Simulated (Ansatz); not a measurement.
Reaction (isomerisation): `B[CH2][Al]([CH3])[CH3]` → `CCC[BH][AlH2]`

Gas-phase electronic energies from Ansatz, PBE0-D4/def2-TZVP geometries. CBS: MP2 limit from def2 TZ/QZ plus the TZ coupled-cluster correction, frozen cores. DFT in def2-TZVPP. B3LYP here is the variant with VWN-RPA as its local correlation; programs differ in this. Each species was taken in one conformer, which may not be the lowest.

```json
{"level": "PBE-D4", "ΔE (kcal/mol)": "39.4", "difference from CCSD(T)/CBS": "-0.6"}
{"level": "r2SCAN-D4", "ΔE (kcal/mol)": "42.4", "difference from CCSD(T)/CBS": "2.4"}
{"level": "B3LYP-D4", "ΔE (kcal/mol)": "39.8", "difference from CCSD(T)/CBS": "-0.2"}
{"level": "B3LYP", "ΔE (kcal/mol)": "40.7", "difference from CCSD(T)/CBS": "0.7"}
{"level": "MP2/def2-TZVPP", "ΔE (kcal/mol)": "42.4", "difference from CCSD(T)/CBS": "2.4"}
{"level": "SCS-MP2/def2-TZVPP", "ΔE (kcal/mol)": "39.7", "difference from CCSD(T)/CBS": "-0.3"}
{"level": "CCSD(T)/def2-TZVPP", "ΔE (kcal/mol)": "39.2", "difference from CCSD(T)/CBS": "-0.8"}
{"level": "HF/def2-QZVPP", "ΔE (kcal/mol)": "35.0", "difference from CCSD(T)/CBS": "-5.0"}
{"level": "MP2/def2-QZVPP", "ΔE (kcal/mol)": "42.9", "difference from CCSD(T)/CBS": "2.9"}
{"level": "MP2/CBS(def2)", "ΔE (kcal/mol)": "43.2", "difference from CCSD(T)/CBS": "3.2"}
{"level": "CCSD(T)/CBS", "ΔE (kcal/mol)": "40.0", "difference from CCSD(T)/CBS": "0"}
```

Largest T1 diagnostic among the species: 0.011.

The D4 term adds −1.0 kcal/mol with B3LYP and −0.5 kcal/mol with PBE0; it sums over pairs of atoms, weighted by their polarisabilities, and B3LYP, whose exchange is more repulsive, gets the larger term. In def2-TZVPP, CCSD(T) changes the Hartree–Fock value by +4.4 kcal/mol (the triples alone add +0.9 kcal/mol) and MP2 by +7.6 kcal/mol.
